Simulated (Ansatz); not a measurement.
Gas-phase electronic energies from Ansatz, PBE0-D4/def2-TZVP geometries. CCSD(T)/CBS is the MP2 limit (def2-TZVPP, def2-QZVPP) plus CCSD(T) − MP2 in def2-TZVPP, frozen cores. Functionals use def2-TZVPP. def2 core potentials past Kr. For Te outer-core shells are correlated without core-valence functions, which leaves a few kJ/mol of doubt a bond. One conformer a species, not always the lowest.

Reaction (ligand exchange at the Si–N bond): `BN([SiH3])[SiH2]Cl` + `OB(O)[TeH]` → `OB(O)[Te][SiH3]` + `BN[SiH2]Cl`

| level | ΔE (eV) |
| --- | --- |
| LDA (SPW92) | -0.39 |
| PBE | -0.43 |
| revPBE | -0.44 |
| HF/def2-SVP | -0.27 |

(1) What does CCSD(T)/CBS give? (Estimate.)

Largest T1 diagnostic among the species: 0.012.

## Answers

(1) The calculation gave: -0.28 eV. The listed levels differ from it by -0.11, -0.15, -0.16, 0.01 eV.

From BLYP to BHLYP (50 % exact exchange), in def2-TZVPP and without D4, ΔE moves by +0.07 eV. The D4 term adds +0.05 eV with B3LYP and +0.03 eV with PBE0; it sums over pairs of atoms, weighted by their polarisabilities, and B3LYP, whose exchange is more repulsive, gets the larger term.

B3LYP here is the variant with VWN-RPA as its local correlation; programs differ in this.
